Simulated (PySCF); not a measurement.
## From a computed spectrum to the compound

A species of 5 atoms with charge 0 has these harmonic modes (PBE0, small Gaussian bases with core potentials, PySCF 2.14.0):

| cm⁻¹ | km/mol | symmetry |
| --- | --- | --- |
| 168 | 15.6 | e' |
| 168 | 15.6 | e' |
| 178 | 0.0 | e'' |
| 178 | 0.0 | e'' |
| 178 | 0.0 | a1' |
| 315 | 103.6 | a2'' |
| 335 | 99.8 | e' |
| 335 | 99.8 | e' |
| 355 | 0.0 | a1' |

Q: Which species is it, and in which structure?

A: Nd2S3 (singlet in the valence; each metal's 4f electrons, 3 of them, lie in its core potential, out of spins and levels):
```xyz
5

Nd    0.0000    0.0000    1.6059
Nd    0.0000    0.0000   -1.6059
S     2.0495    0.0000    0.0000
S    -1.0248    1.7749    0.0000
S    -1.0248   -1.7750    0.0000
```
Ideal gas at 298.15 K and 1 bar: S = 385.3 J/(mol K), Cp = 99.3 J/(mol K), H − H(0 K) = 21.8 kJ/mol (rigid rotor, harmonic modes, spin degeneracy alone, that of the 4f electrons in the core included). An lcecp potential fixes the number of 4f electrons, so in runs with it no electron can move into or out of that shell.
 This is one of several that fit.
